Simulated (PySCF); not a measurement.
PySCF input for C4H6OS, SMILES S1C(=C)O[C@H]1C, B3LYP-D3(BJ)/def2-SVP. Geometry: B3LYP-D3(BJ)/def2-SVP. The structure was generated by enumeration; whether it is a known compound was not checked.

```python
import numpy as np
from pyscf import gto, scf, dft, df
from pyscf.hessian import thermo

mol = gto.M(
    atom='''
    C     2.28082517   -0.58035867    0.49756934
    C     1.05027428   -0.22751073    0.12972341
    O     0.19209897   -0.90997929   -0.69246197
    C    -0.90143459    0.01723557   -0.68578124
    C    -2.18026736   -0.59185347   -0.17551415
    S    -0.00434580    1.17500469    0.46855300
    H     2.86179932    0.05777109    1.16226316
    H     2.70945947   -1.51473095    0.13173765
    H    -1.02217851    0.47116292   -1.68312469
    H    -2.03365293   -1.01379937    0.82888161
    H    -2.50344211   -1.39411899   -0.85915481
    H    -2.97562931    0.16839858   -0.13373931
    ''',
    basis='def2-SVP',
    charge=0,
    spin=0,
    max_memory=1600,
    verbose=3,
)
mf = dft.RKS(mol, xc='b3lyp').density_fit(auxbasis='def2-universal-jkfit')
mf.disp = 'd3bj'
mf.grids.level = 3
mf.conv_tol = 1e-11
mf.max_cycle = 100
mf.kernel()

# [left out here: the lines that compute and print the analytic Hessian (its translational invariance restored by hand, since the grid's response is missing), thermochemistry and intensities]
```

Output:

```
converged SCF energy = -629.138331549296

WARN: DFTD3 does not support analytical Hessian, using finite difference


WARN: Mole.unit (angstrom) is changed to Bohr

Mode                                 0                   1                   2
Irrep
Freq [cm^-1]                      105.8679            239.4833            283.8691
Reduced mass [au]                   3.6991              1.2528              1.9720
Force const [Dyne/A]                0.0244              0.0423              0.0936
Char temp [K]                     152.3203            344.5631            408.4244
Normal mode                   x     y     z       x     y     z       x     y     z
       0   C                -0.07 -0.08  0.10   -0.01 -0.05 -0.03    0.01  0.06  0.03
       1   C                -0.02  0.00 -0.01   -0.00  0.01  0.00    0.00 -0.02 -0.02
       2   O                 0.02  0.07 -0.11   -0.02  0.03  0.02    0.03 -0.01 -0.07
       3   C                -0.02  0.02 -0.01   -0.01  0.02  0.02    0.02 -0.01 -0.04
       4   C                 0.06 -0.07  0.09    0.01 -0.07 -0.03    0.00  0.10  0.07
       5   S                 0.00  0.02 -0.03    0.02  0.03  0.01   -0.03 -0.06  0.01
       6   H                -0.10 -0.13  0.17    0.05 -0.10 -0.04   -0.10  0.11  0.07
       7   H                -0.08 -0.08  0.10   -0.08 -0.07 -0.07    0.12  0.10  0.06
       8   H                -0.12  0.03  0.01   -0.01  0.03  0.03   -0.00 -0.02 -0.04
       9   H                 0.19 -0.09  0.07   -0.13  0.29  0.14   -0.06  0.44  0.22
      10   H                 0.04 -0.06  0.10    0.38 -0.37  0.15    0.03 -0.12  0.31
      11   H                 0.02 -0.11  0.20   -0.19 -0.25 -0.48    0.01  0.12 -0.22
Mode                                 3                   4                   5
Irrep
Freq [cm^-1]                      352.5591            433.0442            532.8540
Reduced mass [au]                   3.0608              3.2637              3.0709
[...]
Reduced mass [au]                   2.3252              1.2793              2.6393
Force const [Dyne/A]                1.2635              0.7682              1.8729
Char temp [K]                    1381.7524           1452.4749           1579.0114
Normal mode                   x     y     z       x     y     z       x     y     z
       0   C                 0.08  0.05  0.07   -0.00  0.02  0.01   -0.02  0.02  0.00
       1   C                 0.03  0.01  0.02   -0.00 -0.01 -0.00   -0.01 -0.06 -0.04
       2   O                -0.13 -0.01 -0.05   -0.02  0.00 -0.01    0.08 -0.03  0.05
       3   C                -0.04 -0.06 -0.01    0.04  0.02  0.07   -0.07  0.15 -0.03
       4   C                 0.08 -0.01 -0.01   -0.02 -0.07 -0.08    0.03 -0.08  0.02
       5   S                 0.00  0.01  0.01   -0.00  0.00 -0.02   -0.00  0.00  0.01
       6   H                 0.36 -0.19  0.05    0.05 -0.02 -0.01    0.03 -0.02 -0.01
       7   H                -0.17 -0.01 -0.08   -0.07 -0.01 -0.01   -0.11 -0.00 -0.05
       8   H                -0.21 -0.00  0.03    0.25  0.42  0.23   -0.22 -0.07 -0.12
       9   H                -0.11  0.01  0.03    0.20  0.26  0.04   -0.25  0.06  0.11
      10   H                -0.01  0.08 -0.07   -0.42 -0.20  0.28   -0.23  0.07 -0.03
      11   H                 0.25  0.17 -0.16    0.19  0.14  0.11    0.25  0.17 -0.14
Mode                                15                  16                  17
Irrep
Freq [cm^-1]                     1134.5916           1155.3218           1271.5836
Reduced mass [au]                   2.9640              1.8456              2.0600
Force const [Dyne/A]                2.2481              1.4515              1.9625
Char temp [K]                    1632.4247           1662.2508           1829.5257
Normal mode                   x     y     z       x     y     z       x     y     z
       0   C                -0.00  0.03  0.02   -0.01  0.06  0.03   -0.01  0.04  0.02
       1   C                 0.00 -0.03 -0.02   -0.01 -0.12 -0.07    0.00 -0.11 -0.06
       2   O                -0.06  0.04 -0.00    0.01  0.07  0.01    0.04  0.05  0.06
       3   C                 0.18  0.04 -0.05   -0.01 -0.02  0.08   -0.05 -0.08 -0.06
       4   C                -0.06 -0.06  0.08   -0.01  0.03 -0.06    0.01  0.03  0.05
       5   S                -0.01 -0.00 -0.00   -0.00  0.00  0.00   -0.00  0.01 -0.00
       6   H                 0.07 -0.04  0.01    0.14 -0.09  0.03    0.05 -0.01  0.00
       7   H                -0.11  0.01 -0.05   -0.23  0.01 -0.12   -0.19 -0.01 -0.09
       8   H                 0.26 -0.06 -0.12    0.11 -0.53 -0.16    0.12  0.52  0.20
       9   H                -0.35 -0.16  0.08    0.23  0.10 -0.06   -0.01 -0.13 -0.02
      10   H                -0.10  0.02 -0.01    0.03 -0.07  0.05    0.14  0.07 -0.07
      11   H                -0.08 -0.06 -0.03   -0.03 -0.02  0.12   -0.05 -0.03 -0.12
Mode                                18                  19                  20
Irrep
Freq [cm^-1]                     1351.5730           1384.6066           1399.9766
Reduced mass [au]                   1.2220              1.1965              1.3626
Force const [Dyne/A]                1.3152              1.3515              1.5735
Char temp [K]                    1944.6126           1992.1407           2014.2547
Normal mode                   x     y     z       x     y     z       x     y     z
       0   C                 0.00 -0.01 -0.00    0.04 -0.02  0.01    0.02 -0.01  0.00
       1   C                -0.04  0.03 -0.00    0.07  0.01  0.04    0.02  0.01  0.02
       2   O                 0.00  0.00 -0.02   -0.02 -0.01 -0.02   -0.01 -0.00 -0.02
       3   C                -0.09  0.01  0.01   -0.02  0.01 -0.00   -0.07 -0.01  0.02
       4   C                 0.00 -0.04  0.05   -0.04 -0.03  0.03    0.12  0.04 -0.02
       5   S                 0.00 -0.00 -0.00   -0.00  0.00  0.00    0.00  0.00 -0.00
       6   H                 0.18 -0.16 -0.00   -0.44  0.39  0.03   -0.16  0.14  0.02
       7   H                 0.24  0.04  0.13   -0.44 -0.12 -0.28   -0.15 -0.04 -0.10
       8   H                 0.73 -0.07 -0.11    0.17 -0.04 -0.05    0.30 -0.05 -0.03
       9   H                 0.06  0.04  0.07    0.18  0.07  0.04   -0.35 -0.06  0.01
      10   H                 0.11  0.13 -0.19    0.16  0.05 -0.16   -0.41  0.08  0.17
      11   H                 0.14  0.12 -0.14    0.15  0.17 -0.08   -0.27 -0.37  0.01
Mode                                21                  22                  23
Irrep
Freq [cm^-1]                     1451.2786           1457.9700           1734.6043
Reduced mass [au]                   1.0519              1.0504              7.4681
Force const [Dyne/A]                1.3053              1.3155             13.2391
Char temp [K]                    2088.0668           2097.6942           2495.7094
Normal mode                   x     y     z       x     y     z       x     y     z
       0   C                -0.01  0.00 -0.00   -0.00  0.00 -0.00    0.16 -0.05  0.05
       1   C                 0.00 -0.00  0.00   -0.00 -0.01 -0.00   -0.20  0.04 -0.07
       2   O                -0.00 -0.00 -0.00   -0.00  0.01  0.01    0.02  0.01  0.01
       3   C                 0.03  0.01  0.02    0.02 -0.03 -0.01    0.02  0.00  0.01
       4   C                -0.01 -0.01  0.05    0.01 -0.04 -0.01   -0.00  0.00 -0.00
       5   S                -0.00  0.00 -0.00   -0.00  0.00  0.00    0.00 -0.00 -0.00
       6   H                 0.02 -0.02 -0.00    0.02 -0.02 -0.00   -0.03  0.14  0.07
       7   H                 0.02  0.01  0.02    0.01  0.01  0.01   -0.06 -0.12 -0.10
       8   H                -0.12 -0.04  0.02   -0.09  0.05  0.04   -0.04  0.00  0.02
       9   H                 0.50 -0.03 -0.05   -0.04  0.62  0.27    0.01  0.00 -0.00
      10   H                -0.40  0.27 -0.11   -0.01  0.35 -0.45   -0.01  0.00 -0.00
      11   H                -0.19 -0.16 -0.60   -0.16 -0.22  0.29   -0.01 -0.01 -0.00
Mode                                24                  25                  26
Irrep
Freq [cm^-1]                     3035.0834           3068.7956           3120.3331
Reduced mass [au]                   1.0366              1.0883              1.1031
Force const [Dyne/A]                5.6260              6.0387              6.3279
Char temp [K]                    4366.8093           4415.3136           4489.4647
Normal mode                   x     y     z       x     y     z       x     y     z
       0   C                 0.00 -0.00  0.00   -0.00 -0.00 -0.00    0.00  0.00  0.00
       1   C                 0.00 -0.00 -0.00    0.00  0.00  0.00    0.00  0.00  0.00
       2   O                -0.00  0.00  0.00   -0.00  0.00  0.00    0.00 -0.00 -0.00
       3   C                -0.00  0.00 -0.00   -0.01  0.03 -0.07    0.00  0.00  0.00
       4   C                 0.04  0.02 -0.00    0.00 -0.00  0.01   -0.02  0.07  0.05
       5   S                -0.00 -0.00 -0.00   -0.00 -0.00  0.00   -0.00 -0.00 -0.00
       6   H                 0.00  0.00  0.00   -0.00 -0.00 -0.00   -0.00 -0.00 -0.00
       7   H                 0.00 -0.00 -0.00   -0.00  0.00  0.00    0.00 -0.00  0.00
       8   H                 0.01 -0.02  0.05    0.09 -0.39  0.86   -0.00  0.01 -0.02
       9   H                 0.07 -0.18  0.43   -0.02  0.05 -0.12   -0.03  0.08 -0.16
      10   H                -0.19 -0.48 -0.41    0.00 -0.00 -0.00   -0.20 -0.48 -0.41
      11   H                -0.39  0.38  0.02    0.00  0.00  0.00    0.47 -0.45 -0.02
Mode                                27                  28                  29
Irrep
Freq [cm^-1]                     3144.7469           3169.6908           3276.7593
Reduced mass [au]                   1.1051              1.0601              1.1190
Force const [Dyne/A]                6.4390              6.2755              7.0791
Char temp [K]                    4524.5907           4560.4794           4714.5271
Normal mode                   x     y     z       x     y     z       x     y     z
       0   C                -0.00  0.00 -0.00   -0.06  0.02 -0.01    0.01  0.08  0.05
       1   C                -0.00 -0.00 -0.00    0.01 -0.00  0.00   -0.00  0.00  0.00
       2   O                -0.00  0.00 -0.00    0.00  0.00  0.00   -0.00 -0.00 -0.00
       3   C                 0.00 -0.00  0.01   -0.00  0.00 -0.00    0.00 -0.00 -0.00
       4   C                 0.04 -0.04  0.07   -0.00  0.00 -0.00    0.00 -0.00 -0.00
       5   S                -0.00  0.00 -0.00    0.00 -0.00 -0.00    0.00 -0.00 -0.00
       6   H                 0.00  0.00  0.00    0.33  0.37  0.38   -0.39 -0.42 -0.44
       7   H                 0.00 -0.00 -0.00    0.29 -0.63 -0.25    0.25 -0.52 -0.20
       8   H                -0.01  0.05 -0.10    0.00 -0.00  0.00   -0.00  0.00 -0.00
       9   H                -0.11  0.31 -0.73    0.00 -0.00  0.00   -0.00 -0.00  0.00
      10   H                -0.06 -0.16 -0.12    0.00  0.00  0.00    0.00  0.00  0.00
      11   H                -0.32  0.31  0.03    0.00 -0.00 -0.00   -0.00  0.00  0.00
temperature 298.1500 [K]
pressure 101325.00 [Pa]
Rotational constants [GHz] 5.31356 2.55002 1.88568
Symmetry number 1
Zero-point energy (ZPE) 0.09216 [Eh]   241958.468 [J/mol]
                           tot       elec      trans        rot        vib
Entropy [J/mol/K]       327.611      0.000    166.445    112.690     48.475
Cv [J/mol/K]             94.972      0.000     12.472     12.472     70.029
Cp [J/mol/K]            103.287      0.000     20.786     12.472     70.029
Internal energy [J/mol]                      3718.434   3718.434 250822.767
Internal energy [Eh]   -629.03997  -629.13833
Enthalpy [J/mol]                             6197.391   3718.434 250822.767
Enthalpy [Eh]          -629.03902
Gibbs free energy [J/mol]                  -43428.335 -29880.105 236369.928
Gibbs free energy [Eh] -629.07622
mode   freq/cm-1   IR/(km/mol)
   1      105.87         1.546
   2      239.48         0.520
   3      283.87         0.447
   4      352.56         0.809
   5      433.04         5.632
   6      532.85         0.519
   7      587.05         4.178
   8      660.06         9.344
   9      669.44         2.150
  10      707.83         6.274
  11      769.53        62.593
  12      886.44        13.546
  13      960.37        27.000
  14     1009.52        10.979
  15     1097.47        37.096
  16     1134.59        56.531
  17     1155.32        17.677
  18     1271.58        97.593
  19     1351.57        33.491
  20     1384.61         4.316
  21     1399.98        20.485
  22     1451.28         5.565
  23     1457.97         2.905
  24     1734.60       286.630
  25     3035.08         8.475
  26     3068.80        30.485
  27     3120.33         7.298
  28     3144.75         9.942
  29     3169.69         3.803
  30     3276.76         0.049
max |gradient| / (hartree/bohr): 4.064605610513462e-05
APT charges: [-0.432   0.7861 -0.7618  0.6442 -0.0472 -0.2786  0.068   0.0672 -0.075
  0.0208 -0.0008  0.009 ]
```

The run converged.

Cost: around 80 core-seconds (rough).
